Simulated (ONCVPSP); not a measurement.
**Pt: excitation energies, all-electron against ONCV**

```
Element                 : platinum (Pt)
Generator               : ONCVPSP 4.0.1
Type                    : optimised norm-conserving Vanderbilt (ONCV)
Functional              : LDA (Perdew-Wang 92)
Relativity              : scalar-relativistic
Frozen core             : [Kr] 4d10 4f14
Valence charge          : 18
Reference configuration : 5s2 5p6 5d7 (charge +3)
Partial waves           : 5s: rc 1.35 bohr, ncon 3, nbas 6, qcut 8.6 1/bohr, local; 5p: rc 1.35 bohr, ncon 4, nbas 8, qcut 11.6 1/bohr, 2 projectors, debl 3.1 Ha; 5d: rc 1.50 bohr, ncon 3, nbas 6, qcut 7.6 1/bohr, 2 projectors, debl 0.9 Ha; f scattering state at 0.27 Ha: rc 1.65 bohr, ncon 4, nbas 7, qcut 7.2 1/bohr, 1 projector
Local potential         : the s channel
Core correction         : none
```

In the p channel the program set the typed energies aside and used -3.350, 0.250 Ha. In the d channel the program set the typed energies aside and used -1.436, 0.250 Ha.

Energies are relative to the spin-unpolarised reference configuration 5s2 5p6 5d7; without spin polarisation the order of configurations can differ from experiment. Not all tests gave a result: 1 of 4 tests not solved or not reliable.

```json
{"valence configuration": "5s2 5p6 5d9 6s1", "charge": "0", "ΔE all-electron (eV)": "-62.311", "error AE − PS (meV)": "+805"}
{"valence configuration": "5s2 5p6 5d9", "charge": "+1", "ΔE all-electron (eV)": "-52.774", "error AE − PS (meV)": "+8.6"}
{"valence configuration": "5s2 5p6 5d8", "charge": "+2", "ΔE all-electron (eV)": "-32.514", "error AE − PS (meV)": "+6.4"}
```

Levels in the configuration 5s2 5p6 5d9:

```
level  all-electron (eV)  pseudo (eV)
   5s           -110.499     -110.479
   5p            -64.625      -64.617
   5d            -14.593      -14.593
```
